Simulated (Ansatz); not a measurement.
The lowest singlet and triplet of H4Si2 (SMILES [SiH][SiH3]); geometries from B3LYP-D3(BJ)/def2-TZVP, each state relaxed from the structure named, with no frequency check.
Singlet (charge 0, multiplicity 1):
```xyz
6

Si     1.212    -0.518    -0.146
Si    -1.015     0.340     0.088
H      1.732     0.825     0.353
H     -1.244     0.739     1.504
H     -2.082    -0.620    -0.291
H     -1.170     1.552    -0.762
```
Triplet (charge 0, multiplicity 3):
```xyz
6

Si     1.1820    -0.4150    -0.1361
Si    -1.0244     0.2921     0.0872
H      2.3229     0.4383     0.3026
H     -1.3719     0.5386     1.5091
H     -1.8831    -0.7909    -0.4434
H     -1.2744     1.5357    -0.6837
```

A positive gap puts the triplet lower; no zero-point energy. R- takes a restricted singlet. The triplet is unrestricted in single-reference levels. Active spaces average the two states.

Frozen-core correlation.

Programs: Ansatz (Gaussian orbitals). 

R-PBE/def2-TZVPP gives -43.5 kJ/mol for the gap E(singlet) − E(triplet), adiabatic.

Where do these levels fall relative to PBE: R-r2SCAN/def2-TZVPP, R-B3LYP/def2-TZVPP, R-wB97M-V/def2-TZVPP, R-B2PLYP/def2-TZVPP, R-MP2/cc-pV(T+d)Z, R-CCSD(T)/cc-pV(T+d)Z, SC-NEVPT2 on SA-CASSCF(2,2)/cc-pV(T+d)Z, FIC-MRCISD+Q on SA-CASSCF(2,2)/cc-pV(T+d)Z.

R-r2SCAN/def2-TZVPP 22.4; R-B3LYP/def2-TZVPP -13.6; R-wB97M-V/def2-TZVPP -27.2; R-B2PLYP/def2-TZVPP -10.7; R-MP2/cc-pV(T+d)Z 1.7; R-CCSD(T)/cc-pV(T+d)Z -11.8; SC-NEVPT2 on SA-CASSCF(2,2)/cc-pV(T+d)Z -14.5; FIC-MRCISD+Q on SA-CASSCF(2,2)/cc-pV(T+d)Z -11.2 kJ/mol. 2 of 8 lie above PBE; the widest gap is to R-wB97M-V/def2-TZVPP.

Doubts at one or more of the structures used: a restricted determinant that unrestricted orbitals would lower (R-r2SCAN/def2-TZVPP, R-B2PLYP/def2-TZVPP, R-MP2/cc-pV(T+d)Z, R-CCSD(T)/cc-pV(T+d)Z).

Ansatz is a quantum-chemistry and plane-wave program.
